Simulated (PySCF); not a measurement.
Isomers of [C6H13NP]+ (charge +1), one GFN2-xTB conformer each. Single-point energies are computed at PBE0/pcSseg-1 (PySCF, gas phase, no added dispersion term), electronic only.

```tsv
SMILES	GFN2-xTB relative energy (kJ/mol)
CC(C)[P@@H+](C)CC#N	129.9
CN[P+]1(C)CC=CC1	0.0
CC[P+]1(N(C)C)C=C1	252.5
CCCC[PH2+]CC#N	175.3
```

Conformers: `[CH3:1][CH:2]([CH3:3])[P@@H+:4]([CH3:5])[CH2:6][C:7]#[N:8]` (charge +1) with C1–C2–P4–C5 178°, C2–P4–C6–C7 -179°; `[CH3:1][NH:2][P+:3]1([CH3:4])[CH2:5][CH:6]=[CH:7][CH2:8]1` (charge +1) with C1–N2–P3–C4 -53°; `[CH3:1][CH2:2][P+:3]1([N:4]([CH3:5])[CH3:6])[CH:7]=[CH:8]1` (charge +1) with C1–C2–P3–N4 -166°, C2–P3–N4–C5 -50°; `[CH3:1][CH2:2][CH2:3][CH2:4][PH2+:5][CH2:6][C:7]#[N:8]` (charge +1) with C1–C2–C3–C4 176°, C2–C3–C4–P5 52°, C3–C4–P5–C6 163°, C4–P5–C6–C7 179°.

Question: What does PBE0/pcSseg-1 give for the same structures?

Answer: 
```
             SMILES  PBE0/pcSseg-1 E (Eh)  PBE0/pcSseg-1 (kJ/mol)  GFN2-xTB (kJ/mol)  point group
   CN[P+]1(C)CC=CC1            -631.80686                     0.0                0.0           C1
CC(C)[P@@H+](C)CC#N            -631.77507                    83.5              129.9           C1
     CCCC[PH2+]CC#N            -631.74753                   155.8              175.3           C1
 CC[P+]1(N(C)C)C=C1            -631.72246                   221.6              252.5           C1
```

Both levels put the same isomer lowest; measured from each level's own lowest isomer, the values differ by up to 46.4 kJ/mol (CC(C)[P@@H+](C)CC#N: 129.9 against 83.5). As drawn, the lowest has an N–H bond, which the highest lacks; the highest has a three-membered ring, which the lowest lacks.

Question: Which frontier levels and rotational constants go with these structures?

Answer: 
```csv
SMILES,"HOMO (eV, PBE0/pcSseg-1)",LUMO (eV),"A, B, C (MHz)"
CN[P+]1(C)CC=CC1,-11.68,-3.75,"2870, 1242, 1203"
CC(C)[P@@H+](C)CC#N,-13.76,-4.47,"3217, 983.6, 803.2"
CCCC[PH2+]CC#N,-13.45,-5.02,"4720, 614.9, 561.6"
CC[P+]1(N(C)C)C=C1,-11.52,-5.50,"2572, 1371, 1006"
```
